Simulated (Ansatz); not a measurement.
Harmonic frequencies (cm⁻¹) at PBE0-D4/def2-TZVP from Ansatz: 129, 265, 349, 391, 403, 508, 549, 596, 637, 682, 713, 794, 932, 948, 987, 1046, 1177, 1237, 1422, 1442, 1894, 2178, 2195, 3023, 3040, 3089, 3100.

(1) Which molecule is it?
A. `[AlH2][CH]1C[SiH2]1`
B. `C[O][GeH]([F])[AlH2]`
C. `[CH2]1C[SiH2][AlH]1`
D. `C[CH]1[AlH][SiH2]1`

## Answers

(1) C.
